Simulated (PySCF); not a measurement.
# Basis and Hamiltonian dependence of the excitation energy of Cr²⁺

Cr²⁺ [Ar] 3d4 (5D) → Cr²⁺ [Ar] 3d3 4s1 (5F). All values are computed (PySCF 2.14, energy differences of UHF-based or UKS calculations, no spin-orbit coupling). Values in eV.

```csv
basis,Hamiltonian,functions,UHF,PBE,PBE0,MP2 (valence),CCSD(T) (valence),CCSD(T) (valence and next inner shell)
aug-cc-pVDZ-DK,spin-free X2C,59,5.906,6.472,6.535,6.268,6.301,n/a
aug-cc-pVDZ,non-relativistic,59,6.307,6.870,6.937,6.673,6.708,n/a
ANO-RCC-VTZP,spin-free X2C,59,5.788,6.309,6.379,6.217,6.238,6.263
x2c-TZVPPall,spin-free X2C,64,5.686,6.252,6.311,6.070,6.092,6.100
"x2c-TZVPPall with one added diffuse shell each of s, p, d, f type",spin-free X2C,80,5.668,6.224,6.284,6.050,6.071,6.074
aug-cc-pVTZ-DK,spin-free X2C,93,5.709,6.226,6.295,6.099,6.117,n/a
def2-QZVPPD,non-relativistic,93,5.937,6.463,6.530,6.355,6.372,6.388
aug-cc-pVTZ,non-relativistic,93,6.075,6.595,6.665,6.470,6.487,n/a
x2c-QZVPPall,spin-free X2C,96,5.560,6.087,6.151,5.975,5.991,6.004
dyall-av2z,non-relativistic,101,6.072,6.628,6.687,6.435,6.461,n/a
"x2c-QZVPPall with one added diffuse shell each of s, p, d, f, g type",spin-free X2C,121,5.559,6.083,6.148,5.973,n/a,n/a
aug-cc-pwCVTZ-DK,spin-free X2C,127,5.702,6.237,6.303,6.127,n/a,n/a
aug-cc-pwCVTZ,non-relativistic,127,6.068,6.606,6.674,6.497,n/a,n/a
aug-cc-pVQZ-DK,spin-free X2C,140,5.557,6.050,6.124,5.975,n/a,n/a
```

Frozen in the all-electron rows: valence: [Ar]; valence and next inner shell: [Ne].

Non-relativistic rows lack the scalar-relativistic shift.
